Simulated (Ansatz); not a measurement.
`CN(C)c1ccc(-c2ncccn2)nc1` with charge -1, relaxed as a doublet with UKS PBE-D4/def2-SVP in Ansatz, starting from the PBE-D4/def2-SVP geometry of the neutral singlet. Force threshold 0.03 eV/Å.

The highest occupied level of the relaxed charge -1 doublet lies above zero (up to 1.78 eV). By energy differences its removal costs 0.11 eV (each at its own geometry, to the charge 0 singlet, at PBE-D4/def2-SVP); self-interaction error and the lack of diffuse functions both raise the level. The relaxation made no stability test and no search for a lower SCF solution.

Start:

Cartesian coordinates in Å:
```
C -1.533 1.916 -3.239
N -2.007 1.096 -2.142
C -3.422 0.805 -2.012
C -1.114 0.623 -1.206
C 0.278 0.899 -1.276
C 1.128 0.385 -0.300
C 0.600 -0.400 0.748
C 1.496 -0.958 1.793
N 2.816 -0.673 1.676
C 3.630 -1.171 2.610
C 3.163 -1.957 3.674
C 1.779 -2.191 3.697
N 0.945 -1.704 2.775
N -0.719 -0.665 0.828
C -1.537 -0.178 -0.097
H -1.060 2.862 -2.885
H -2.384 2.186 -3.890
H -0.782 1.381 -3.865
H -3.626 -0.289 -2.023
H -3.968 1.260 -2.858
H -3.851 1.214 -1.068
H 0.694 1.510 -2.088
H 2.210 0.577 -0.324
H 4.705 -0.933 2.508
H 3.839 -2.364 4.440
H 1.324 -2.800 4.501
H -2.604 -0.429 0.026
```

Q: Estimate the energy that the relaxation releases and the steps that it takes.

A: 5.8 kcal/mol, in 27 steps; 65 s on 6 threads of Intel Xeon 6975P-C on a shared host. The force fell under the threshold at step 13, but the optimiser went on and released 0.041 eV more. No frequencies were taken in this run, so the end may be a saddle point.

Q: Does the start keep its bonding?

A: By distances, no bond broke or formed. The bond that changes most is N2–C4, from 1.38 to 1.43 Å (atoms count from 1).

Q: Predict the relaxed structure.

A: 
```tsv
atom	x (Å)	y (Å)	z (Å)
C1	-1.728	2.330	-2.779
N2	-1.913	0.945	-2.392
C3	-3.305	0.582	-2.307
C4	-1.055	0.475	-1.348
C5	0.364	0.470	-1.535
C6	1.186	0.008	-0.524
C7	0.623	-0.478	0.706
C8	1.488	-0.954	1.764
N9	2.859	-0.907	1.539
C10	3.648	-1.346	2.505
C11	3.173	-1.854	3.741
C12	1.759	-1.855	3.870
N13	0.925	-1.429	2.937
N14	-0.745	-0.501	0.874
C15	-1.514	-0.033	-0.108
H16	-2.162	3.061	-2.039
H17	-2.207	2.527	-3.765
H18	-0.649	2.562	-2.871
H19	-3.405	-0.506	-2.114
H20	-3.813	0.816	-3.269
H21	-3.876	1.119	-1.498
H22	0.791	0.815	-2.492
H23	2.280	-0.017	-0.630
H24	4.741	-1.302	2.308
H25	3.845	-2.216	4.534
H26	1.295	-2.236	4.808
H27	-2.606	-0.072	0.085
```
Bond lengths: 9 × C–N 1.32 to 1.45 Å; 7 × C–C 1.38 to 1.45 Å; 12 × C–H 1.10 to 1.13 Å.
